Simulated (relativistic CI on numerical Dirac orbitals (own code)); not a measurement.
## d8 in a ligand field

Computed with a parametric ligand-field model of a d^n configuration (Racah B and C, spin-orbit zeta, crystal field), exact diagonalisation.

Field parameters in Wybourne normalisation: Oh B⁴₀ = 21Dq, B⁴₄ = √(5/14) B⁴₀. The field is a parameter set, without covalency.

B = 900 cm⁻¹, C = 4530 cm⁻¹ (C/B = 5.03), Oh, no spin-orbit coupling. Tanabe-Sugano data, E/B above the lowest term (Δ = |10Dq|; b, c mark the second and third term of a kind):

| Δ/B | 3A2 | 3T2 | 3T1 | 1E | 3T1(b) | 1A1 |
| --- | --- | --- | --- | --- | --- | --- |
| 1.0 | 0.00 | 1.00 | 1.79 | 15.79 | 16.21 | 22.84 |
| 3.0 | 0.00 | 3.00 | 5.29 | 16.64 | 18.71 | 24.23 |
| 5.0 | 0.00 | 5.00 | 8.68 | 17.07 | 21.32 | 25.43 |
| 7.0 | 0.00 | 7.00 | 11.92 | 17.31 | 24.08 | 26.47 |
| 9.0 | 0.00 | 9.00 | 15.00 | 17.45 | 27.00 | 27.36 |
| 11.0 | 0.00 | 11.00 | 17.92 | 17.56 | 30.08 | 28.12 |
| 13.0 | 0.00 | 13.00 | 20.68 | 17.63 | 33.32 | 28.78 |
| 15.0 | 0.00 | 15.00 | 23.29 | 17.68 | 36.71 | 29.36 |
| 17.0 | 0.00 | 17.00 | 25.79 | 17.73 | 40.21 | 29.86 |
| 19.0 | 0.00 | 19.00 | 28.19 | 17.76 | 43.81 | 30.30 |
| 21.0 | 0.00 | 21.00 | 30.51 | 17.79 | 47.49 | 30.69 |
| 23.0 | 0.00 | 23.00 | 32.78 | 17.81 | 51.22 | 31.03 |
| 25.0 | 0.00 | 25.00 | 35.00 | 17.83 | 55.00 | 31.33 |
| 27.0 | 0.00 | 27.00 | 37.18 | 17.85 | 58.82 | 31.61 |
| 29.0 | 0.00 | 29.00 | 39.34 | 17.86 | 62.66 | 31.85 |
| 31.0 | 0.00 | 31.00 | 41.47 | 17.88 | 66.53 | 32.07 |
| 33.0 | 0.00 | 33.00 | 43.58 | 17.89 | 70.42 | 32.27 |
| 35.0 | 0.00 | 35.00 | 45.68 | 17.90 | 74.32 | 32.46 |
| 37.0 | 0.00 | 37.00 | 47.77 | 17.91 | 78.23 | 32.62 |
| 39.0 | 0.00 | 39.00 | 49.84 | 17.92 | 82.16 | 32.78 |
| 41.0 | 0.00 | 41.00 | 51.91 | 17.92 | 86.09 | 32.92 |
| 43.0 | 0.00 | 43.00 | 53.97 | 17.93 | 90.03 | 33.05 |
| 45.0 | 0.00 | 45.00 | 56.03 | 17.93 | 93.97 | 33.17 |
| 47.0 | 0.00 | 47.00 | 58.08 | 17.94 | 97.92 | 33.28 |

The ground term stays 3A2.
